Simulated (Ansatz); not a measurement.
Geometry optimisation, Ansatz, RKS PBE0-D4/6-31G.

Input:

```yaml
crystal:
  periodic: [false, false, false]
  atoms:
    - { symbol: Si, position_ang: [0.0, 0.0, 0.0] }
    - { symbol: "N", position_ang: [0.0, 0.0, 1.82] }
    - { symbol: H, position_ang: [-0.877, -0.2713, 2.35] }
    - { symbol: H, position_ang: [0.877, 0.2713, 2.35] }
    - { symbol: Si, position_ang: [2.0935, 0.0, -0.7393] }
    - { symbol: H, position_ang: [2.5508, -1.3762, -0.9079] }
    - { symbol: H, position_ang: [2.1573, 0.6939, -2.0222] }
    - { symbol: H, position_ang: [2.951, 0.6823, 0.2255] }
    - { symbol: H, position_ang: [-0.6877, 1.1914, -0.4862] }
    - { symbol: Si, position_ang: [-1.0456, -1.8115, -0.7393] }
    - { symbol: H, position_ang: [-1.7029, -2.4846, 0.3772] }
    - { symbol: H, position_ang: [-2.0454, -1.4265, -1.7311] }
    - { symbol: H, position_ang: [-0.0777, -2.7173, -1.3511] }
basis:
  gaussian: { orbitals: "6-31G" }
hamiltonian:
  xc: pbe0
  dispersion: d4
relax:
  f_tol: 0.02
  max_steps: 40
output:
  orbitals: {}
```

Launched with:

```bash
$ ansatz run input.yaml --threads 1 --pin off --max-ram 2048MiB --backend cpu --events-out ev --progress --plain --runs-dir out
```

**Question.** Where does it end, and by what steps?

**Answer.** It converged. The force dipped under the threshold on the way, but the program's further checks kept it going. Limits of this set-up: no polarisation functions. After 15 steps the energy has fallen by 0.666 eV; H11 moved furthest, 0.97 Å.

```tsv
step	energy less start (eV)	largest force component (eV/Å)	accepted
0	0.0000	2.549	yes
1	-0.5601	0.950	yes
2	-0.6106	0.461	yes
3	-0.6396	0.281	yes
4	-0.6508	0.043	yes
5	-0.6524	0.180	yes
6	-0.6575	0.081	yes
7	-0.6613	0.017	yes
8	-0.6608	0.173	no
9	-0.6631	0.053	yes
10	-0.6633	0.082	yes
11	-0.6645	0.055	yes
12	-0.6653	0.006	yes
13	-0.6655	0.014	yes
14	-0.6656	0.023	yes
15	-0.6656	0.017	yes
```

```xyz
13
Properties=species:S:1:pos:R:3
Si -0.009 0.011 0.136
N 0.162 -0.241 1.882
H -0.549 -0.689 2.436
H 0.914 0.163 2.416
Si 2.151 0.154 -0.802
H 2.861 -1.169 -0.707
H 2.068 0.548 -2.252
H 2.980 1.185 -0.081
H -0.756 1.276 -0.244
Si -1.204 -1.814 -0.759
H -2.482 -2.042 0.007
H -1.559 -1.557 -2.199
H -0.385 -3.074 -0.688
```

Time of the run: 53 s on 1 thread of Arm Neoverse V2 (shared host), peak memory 0.16 GiB.
